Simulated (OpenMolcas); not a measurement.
# Co2+: effect of the metal basis

Co2+ with its 8 nearest fluoride ions at 2.315 Å, on the Sr site of SrF2 (a = 5.796 Å, distance in the model lattice 2.510 Å). The rest of the host is ab initio model potentials to 7.6 Å and point charges beyond; the distance is set by hand and nothing relaxes.

| Property | Result |
| --- | --- |
| Program | OpenMolcas 26.06 |
| Method | SS-CASPT2, IPEA 0.25 Eh, imaginary shift 0.1 Eh (closed shells correlated: 3s 3p and the ligand valence shells) |
| Spin-orbit coupling | RASSI with atomic mean-field integrals over the reference wave functions |

Fixed: ligand basis ANO-RCC-VDZP, active space 7 electrons in 5 orbitals (3d), DKH2 Hamiltonian.

States (labels of O, the rotations of Oh). Energies in cm-1 above the lowest state or level, χT in cm3 K/mol.

| Run | Metal basis | Ground state | First state of that spin | First gap with spin-orbit (degeneracies) | χT at 300 K | First state of another spin | Cost |
| --- | --- | --- | --- | --- | --- | --- | --- |
| A | ANO-RCC-VDZP | 4A2 | 4T2 2420 | 2310 (4, 4) | 3.122 | 2E 17720 | roughly 4 core-minutes |
| B | ANO-RCC-VTZP | 4A2 | 4T2 2260 | 2160 (4, 4) | 3.194 | 2E 17070 | roughly 6 core-minutes |

Against A, the first state of the same spin changes by -6.6 % in B.

Costs are those of the CASPT2 steps.

Roots that are degenerate in the reference are averaged as groups; the widest CASPT2 spread within a group is 420 cm-1 (the 3-fold group of multiplicity 4 near 2260 cm-1 above the lowest state of its run, B). Shifts and gaps below about the spread of the groups concerned are not significant. Over all roots computed the reference weight is 0.68 to 0.69 in A, 0.68 to 0.69 in B; a low but even weight reflects the number of correlated electrons. A single d shell leaves out the double-shell effect, which counts most for late 3d ions, where the CASPT2 field can be off either way by tens of per cent. Ligand-to-metal charge-transfer states are missing. These CASPT2 states fit no ligand-field parameters well, so their order and spin gaps are uncertain. For late 3d ions with one d shell CASPT2 can put B and the spin-flip bands somewhat low as well as high. With one d shell and no ligand orbital active, 10Dq can be off by tens of per cent for divalent 3d ions, low with halides held by bare charges and at times high in hosts, and the orbital part of g and χT goes as 1/10Dq. Free-ion shares, where given, are those of the reference states; single-state CASPT2 does not remix them. No measured value stands beside these numbers; the geometry was set by hand and not optimised.
